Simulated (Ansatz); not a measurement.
Mulliken charges of `[GeH3]/[N]=C1\O[SiH2]1` from B3LYP/def2-TZVPP in Ansatz (PBE0-D4/def2-TZVP geometry).

```
atom   x (Å)   y (Å)   z (Å)  charge (e)
 Ge1  -1.864   0.863   0.366       0.228
  N2  -0.610  -0.430   0.858      -0.302
  C3   0.456  -0.525   0.237       0.115
  O4   0.991   0.178  -0.853      -0.354
 Si5   2.085  -1.026  -0.345       0.441
  H6  -1.253   2.268   0.492      -0.011
  H7  -3.030   0.698   1.348      -0.011
  H8  -2.339   0.614  -1.075      -0.011
  H9   2.301  -2.146  -1.285      -0.047
 H10   3.346  -0.544   0.260      -0.047
```

Question: By hand: the dipole of these point charges (1 e Å = 4.8032 D).

Answer: Σ q r = (0.188, -0.162, 0.041) e Å, of length 0.252 e Å = 1.21 D.

Question: How does the dipole of the full density compare? (Estimate.)

Answer: Computed: (0.445, -0.147, -0.149) e Å, 2.36 D; the point charges give 0.51 times that, at 35° from its direction.

Point charges leave out the atoms' own dipoles, such as those of lone pairs, and Mulliken's split depends on the basis, so the two needn't agree.

B3LYP here is the variant with VWN-RPA as its local correlation; programs differ in this.
